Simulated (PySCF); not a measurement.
B(Cl)(Me)(SMe) (C₂H₆BClS), SMILES CSB(C)Cl.

The structure is a stationary point at PBE0-D3(BJ)/def2-SVP. This is a generated structure with no PubChem entry under its InChIKey; it may be hypothetical. Other conformers were not sampled.

Two levels are set side by side: TDDFT-PBE/def2-SVPD (PySCF) and TDDFT-M06-2X/def2-SVPD (PySCF). Vertical, same geometry. The lowest singlet is HOMO→LUMO 96 % with PBE and HOMO→LUMO 97 % with the other functional; states are paired by order. Differences are taken from unrounded values.

```csv
quantity,TDDFT-M06-2X,TDDFT-PBE,TDDFT-PBE minus TDDFT-M06-2X
lowest singlet excitation (eV),5.90,5.47,-0.44
lowest triplet excitation (TDA) (eV),4.73,4.24,-0.49
first bright state (f over 0.05) (eV),5.90,5.47,-0.44
its oscillator strength,0.18,0.17,-0.01
```

A lower first singlet is the usual sign of a functional without exact exchange. Differences between two approximate levels are no errors against the true value.

Rough cost on one machine, each run with all the roots and properties that it gave: TDDFT-M06-2X against TDDFT-PBE about 10 times.
